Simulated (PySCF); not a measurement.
Electron correlation in Si+ (silicon, charge +1)

[Ne] 3s1 3p2, high-spin 4P determinant (an excited configuration). Computed with PySCF 2.14 in x2c-QZVPPall (9s6p4d2f1g, 70 functions), with the spin-free X2C one-electron Hamiltonian (Gaussian nucleus). Frozen: [Ne]; 3 electrons correlated.

| level | correlation energy (mhartree) |
| --- | --- |
| CCSD | -15.74 |
| (T) | -0.12 |
| CCSD(T) | -15.86 |

Diagnostics: T1 = 0.0029, D1 = 0.0067, largest double amplitude 0.062.

Q: Is a single reference adequate?

A: Yes: T1 lies below 0.03 and no double amplitude reaches 0.07.
